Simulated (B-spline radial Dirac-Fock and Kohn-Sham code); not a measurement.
**Si⁵⁺: photoemission with 600 eV photons**

System: the Si⁵⁺ ion, configuration [He] 2s2 2p5.

Model: Dirac-Hartree-Slater photoionisation with all multipoles and Dirac-Fock thresholds. Program: a B-spline atomic structure program. The asymmetry parameter β is from the dipole term alone. Kinetic energies are from the vacuum level. Open shells are spread statistically over j, without multiplet splitting.

```
subshell  electrons  binding (eV)  kinetic (eV)  σ (kb)     β
      2s          2         254.6         345.4    99.0  2.00
   2p1/2       1.67         207.1         392.9    57.8  1.41
   2p3/2       3.33         206.4         393.6     114  1.41
```

Branching ratios of the spin-orbit partners (statistical value in brackets): 2p 1.97 (2.00).

Values without a named source are computed, but for edge energies of neutral atoms, which are taken from tables.
